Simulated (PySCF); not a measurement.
**Excitation energy of Sb⁺ by level of theory**

Sb⁺ [Kr] 4d10 5s2 5p2 (3P) → Sb⁺ [Kr] 4d10 5s1 5p2 5d1 (high-spin determinant), as a difference of total energies. Computed with PySCF 2.14 in aug-cc-pVDZ-PP with ECP28MDF (5s4p3d, 32 functions), with a scalar-relativistic core potential. Correlated levels: valence: 4s2 4p6 4d10 frozen. The calculations carry no spin-orbit coupling.

```csv
method,excitation energy (eV)
UHF,14.629
LDA,16.658
PBE,16.248
PBE0,16.061
BLYP,16.638
r2SCAN0,15.974
MP2 (valence),15.342
SCS-MP2 (valence),15.579
```

Question: How much does correlation contribute at MP2 (valence)?

Answer: 15.342 − (14.629) = 0.713 eV, measured against UHF.

The promoted electron is Rydberg-like, and one or two diffuse shells describe it only roughly, which tends to raise the upper state.

The determinant of the upper state mixes LS terms, which raises its energy above the lowest term, most at the Hartree-Fock and MP2 levels.
